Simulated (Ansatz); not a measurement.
Ansatz (a quantum-chemistry and plane-wave program) input (BLYP/def2-TZVPD):

Ansatz 0.2 input:
```yaml
crystal:
  periodic: [false, false, false]
  atoms:
    - {symbol: Hg, position_ang: [0.00000000, 0.00000000, 0.00000000]}
    - {symbol: I, position_ang: [-0.00000000, -0.00000000, -2.61216370]}
    - {symbol: I, position_ang: [0.00000000, 0.00000000, 2.61216370]}
basis:
  gaussian:
    orbitals: def2-TZVPD
hamiltonian:
  xc: {name: BLYP}
total_charge: 1
magnetization: {spin_polarized: true, initial_magnetization: 1}
output: {forces: true}
```

End of the output:

```
integrals: 0.09 GiB planned
1218 factors; their error is unknown
mean field: 0.74 GiB planned
mean field evaluation 1: about -20366.0298 eV, gradient 2.3e1 eV
mean field evaluation 2: about -20358.0796 eV, gradient 4.7e1 eV
mean field evaluation 4: about -20368.7338 eV, gradient 4.4e0 eV
mean field evaluation 8: about -20368.7847 eV, gradient 2.6e0 eV
mean field evaluation 16: about -20368.8022 eV, gradient 2.3e-3 eV
mean field evaluation 32: about -20368.8022 eV, gradient 4.7e-6 eV
mean field evaluation 64: about -20368.7768 eV, gradient 2.4e0 eV
mean field -20368.80215111 eV, -748.5396725833 hartree, gradient 1.5e-5 eV, S^2 0.751810; 7 other end points of the search recorded, 0 dependent functions left out
the calculation of the forces begins
reference -20368.80244857 eV, -748.5396835147 hartree; 35, 34 occupied and 129, 130 virtual orbitals, 1218 factors
Total energy: -20368.80244857 eV, -748.5396835147 hartree
Atom 0 at     0.000000     0.000000     0.000000 Å, force     0.000000    -0.000000     0.000000 eV/Å
Atom 1 at    -0.000000    -0.000000    -2.612164 Å, force    -0.000000     0.000000    -0.358540 eV/Å
Atom 2 at     0.000000     0.000000     2.612164 Å, force    -0.000000     0.000000     0.358540 eV/Å
Dipole moment:    -0.000000    -0.000000     0.000000 e Å
```

The spin state was set by rule; other spins were not relaxed.
